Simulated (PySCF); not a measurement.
Compound: C₃H₁₂GeSi.
Z-matrix (Å and degrees, PBE0-D3(BJ)/def2-SVP geometry), rows numbered from 1:
```
C 
C   1  1.5233
Ge  2  1.9613  1  113.55
C   3  1.9647  2  110.28  1   -55.79
Si  4  1.8765  3  114.85  2   -57.74
H   1  1.1020  2  111.78  3   -57.63
H   1  1.1018  2  111.64  3    62.52
H   1  1.1017  2  111.68  3  -177.74
H   2  1.1026  1  110.72  3  -121.35
H   2  1.1025  1  110.90  3   121.17
H   3  1.5458  2  109.65  1    63.90
H   3  1.5436  2  110.25  1  -176.49
H   4  1.1026  3  108.39  2   179.88
H   4  1.1029  3  108.19  2    64.54
H   5  1.4967  4  111.53  3  -178.34
H   5  1.4964  4  110.54  3   -57.88
H   5  1.4971  4  110.56  3    61.59
```

Level: CAM-B3LYP/def2-SVPD in PySCF, non-relativistic, on one gas-phase PBE0-D3(BJ)/def2-SVP geometry that isn't relaxed in the solvent. The solvent is an IEF-PCM continuum (Bondi radii, 1.10 Å for H, scaled by 1.2), and excitations are vertical TDDFT with non-equilibrium linear response and a frozen core. Specific hydrogen bonds and non-electrostatic terms are outside this model. Spin–orbit coupling is left out although an atom past zinc is present.

```csv
run,E − E(gas) (kJ/mol),HOMO (eV),HOMO–LUMO gap (eV),dipole (D),lowest singlet (eV),static polarisability (au)
gas,0.00,-9.46,10.48,0.69,7.62,96.2
P,-4.43,-9.26,10.44,0.91,7.60,130.7
Q,-1.79,-9.36,10.46,0.77,7.60,108.5
```

**Question.** The runs were made in acetone and cyclohexane. Which run belongs to which solvent?

**Answer.** P = acetone, Q = cyclohexane. The dielectric constants are 2.017 (cyclohexane), 20.49 (acetone), and the energy falls further as ε rises. The optical constants n² used for the excitations are 2.04, 1.85 in the same order. In this model the ground state sees the solvent through ε alone.

**Question.** How constant is the ratio of the lowering to (ε − 1)/(2ε + 1)?

**Answer.** 
```tsv
solvent	(ε − 1)/(2ε + 1)	E − E(gas) (kJ/mol)	ratio (kJ/mol)	polarisation term (kJ/mol)
cyclohexane	0.202	-1.79	-8.9	-1.87
acetone	0.464	-4.43	-9.5	-4.99
```

The ratio changes by +7.6 % in size from cyclohexane to acetone. The polarisation term is half the interaction of the solute with the induced surface charges.

Cost: about 1.6 min of CPU time on one thread; the machine was shared, so the figure is rough. This is the whole response run at CAM-B3LYP/def2-SVPD in acetone, SCF included.
